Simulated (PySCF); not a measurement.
Gas-phase reaction: 2 InCH₃ + C₄H₈ (cyclic) + 2 H₂ ⇌ 2 In(CH₃)₃

Energies from PySCF, thermal terms from the rigid-rotor harmonic-oscillator model, ideal gas at 1 bar. † marks an energy on the PBE0/def2-TZVP geometry and frequencies; other levels use their own. MP2 and CCSD(T) freeze the core. All species are closed-shell singlets. B3LYP is the form with VWN-RPA correlation. In: scalar-relativistic def2 core potential, no spin-orbit coupling. InCH₃: computed as isolated molecules; such fragments, hydroxides, amides, oligomers or adducts are transient or little studied in the gas. MP2 isn't extrapolated to the basis-set limit. CCSD(T) isn't extrapolated to the basis-set limit.

| level | ΔH°(298 K), kJ |
|---|---|
| B3LYP/def2-TZVP† | -145 |
| CCSD(T)/def2-SVP† | ___ |
| HF/def2-TZVP† | -150 |
| MP2/def2-TZVPP† | ___ |
| PBE/def2-SVP | ___ |
| r2SCAN/def2-TZVP† | -203 |
| LDA/def2-TZVP† | -233 |

Task: Complete the blanks.

Result: 
- CCSD(T)/def2-SVP†, ΔH°(298 K), kJ: -151
- MP2/def2-TZVPP†, ΔH°(298 K), kJ: -211
- PBE/def2-SVP, ΔH°(298 K), kJ: -143
